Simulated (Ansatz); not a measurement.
## Molecular dynamics of CH$_{2}$AlBrClF

input.yaml

```yaml
crystal:
  periodic: [false, false, false]
  atoms:
    - { symbol: F, position_ang: [-1.851277, -0.846663, 0.808815] }
    - { symbol: C, position_ang: [-0.870262, -0.831872, -0.098378] }
    - { symbol: Br, position_ang: [1.069662, -1.477681, 0.553604] }
    - { symbol: Al, position_ang: [0.25191, 0.777818, -0.044061] }
    - { symbol: Cl, position_ang: [1.69295, 1.599348, -1.43076] }
    - { symbol: H, position_ang: [-1.089726, -1.630731, -0.812058] }
    - { symbol: H, position_ang: [-0.047035, 1.641979, 1.318114] }
magnetization:
  spin_polarized: true
basis:
  gaussian: { orbitals: def2-SVP }
hamiltonian:
  xc: pbe0
  dispersion: d4
md:
  timestep: 0.5
  n_steps: 150
  ensemble: nvt_nose_hoover
  temperature: 500.0
  initial_velocities: maxwell_boltzmann
  seed: 133358
```

Launched with:

```bash
$ ansatz run input.yaml --threads 2 --pin off --max-ram 3072MiB --backend cpu --events-out ev --progress --plain --runs-dir out
```

It goes on from the last frame of an earlier run, with new velocities.

Output, in part (step lines, the closing report, with atoms numbered from 0):

```
md step     0: t =     0.00 fs  T =   500.0 K  F+E_penalty+E_count = -92917.23610483 eV  E_kin = 0.323150 eV  conserved = -92916.91295483 eV  (31 SCF iters)
[... lines left out ...]
Total energy: -92917.32017965 eV, -3414.6485349805 hartree
Atom 0 at    -1.701159    -1.039173     0.458607 Å, force    -0.447616     0.055536     0.462277 eV/Å
Atom 1 at    -0.594099    -0.605879    -0.136055 Å, force    -0.463869     0.396457    -0.238563 eV/Å
Atom 2 at     0.994111    -1.497834     0.605929 Å, force     1.118272    -0.789761     0.743932 eV/Å
Atom 3 at     0.506403     0.996325     0.255385 Å, force     0.121309    -0.491705    -0.859175 eV/Å
Atom 4 at     1.454909     1.488745    -1.575528 Å, force    -0.021335     0.232257     0.141864 eV/Å
Atom 5 at    -0.546228    -1.032911    -1.131774 Å, force    -0.205814     0.191179    -0.732210 eV/Å
Atom 6 at     0.837853     1.618074     1.615494 Å, force    -0.100946     0.406036     0.481875 eV/Å
Dipole moment:    -0.182487    -0.034276     0.083027 e Å
```

The steps, from the saved trajectory:

```
time (fs)  T (K)  potential energy less start (eV)  conserved less start (meV/atom)
      0.0    500                             0.000                             0.00
      2.5    494                             0.004                             0.01
      5.0    401                             0.064                             0.01
      7.5    278                             0.144                             0.09
     10.0    331                             0.109                             0.02
     12.5    406                             0.061                             0.04
     15.0    487                             0.010                             0.00
     17.5    504                            -0.001                             0.06
     20.0    600                            -0.062                             0.00
     22.5    652                            -0.095                             0.06
     25.0    761                            -0.166                            -0.02
     27.5    757                            -0.163                             0.02
     30.0    712                            -0.134                             0.02
     32.5    641                            -0.089                             0.05
     35.0    645                            -0.092                             0.02
     37.5    640                            -0.090                             0.01
     40.0    568                            -0.043                             0.05
     42.5    555                            -0.036                             0.01
     45.0    534                            -0.023                             0.05
     47.5    562                            -0.043                            -0.01
     50.0    529                            -0.021                             0.06
     52.5    571                            -0.050                            -0.02
     55.0    496                            -0.002                             0.06
     57.5    501                            -0.007                             0.02
     60.0    546                            -0.036                             0.04
     62.5    626                            -0.090                             0.00
     65.0    629                            -0.093                             0.03
     67.5    630                            -0.095                             0.02
     70.0    628                            -0.096                             0.02
     72.5    608                            -0.085                             0.04
     75.0    603                            -0.084                             0.01
```

All steps were run. The conserved energy stayed within 0.087 meV per atom of its start (net change 0.013 meV per atom), so the integration is sound. The mean temperature of the second half is 15 % above the set value. A run of 0.075 ps of so small a system gives no equilibrium averages.

The same pairs are bonded in the first frame and the last. Pairs count as bonded within 1.25 times the sum of covalent radii (0.12 Å more for H–H).

Last frame:

```xyz
7
Properties=species:S:1:pos:R:3
F -1.701 -1.039 0.459
C -0.594 -0.606 -0.136
Br 0.994 -1.498 0.606
Al 0.506 0.996 0.255
Cl 1.455 1.489 -1.575
H -0.546 -1.033 -1.132
H 0.838 1.618 1.615
```

Time of the run: 21 min on 2 threads of Arm Neoverse N1, with other jobs on the host, peak memory 0.38 GiB.
